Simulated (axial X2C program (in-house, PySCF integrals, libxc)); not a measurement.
## Which molecule has these constants?

All values come from calculations with an axial X2C code built on PySCF integrals, spin-free (one-electron X2C) or two-component (2c: spin–orbit coupling with atomic mean-field Coulomb and Gaunt terms, which also bring small scalar terms), in Dyall basis sets with cores contracted in-house; open shells are unrestricted.

A two-component CCSD(T) calculation in a Dyall 3-zeta basis gave Re = 2.452 Å, ωe = 330.9 cm⁻¹, Ω = 1/2.

Question: Which molecule is it?
A. YS
B. YO
C. YSe

Answer: C. The others have YO 1.815 Å and 834.2 cm⁻¹ (Ω = 1/2); YS 2.317 Å and 474.8 cm⁻¹ (Ω = 1/2).

Frozen shells (counts by l): YSe Y 4s3p1d, Se 3s2p1d, 9 electrons correlated; YO Y 4s3p1d, O 1s, 9 electrons correlated; YS Y 4s3p1d, S 2s1p, 9 electrons correlated. Coupled cluster in natural virtuals with an MP2 remainder. Where the outer core of a metal is frozen, bonds come out longer and ionisation energies lower.

Each entry is the lowest single determinant of a limited PBE0 search at one distance. De goes to single-determinant-based atoms at the same level (for ions the charge split of lowest energy) and is withheld (n/a) where an atom does not fit its ground term or J level. Main or longest-lived isotopes.
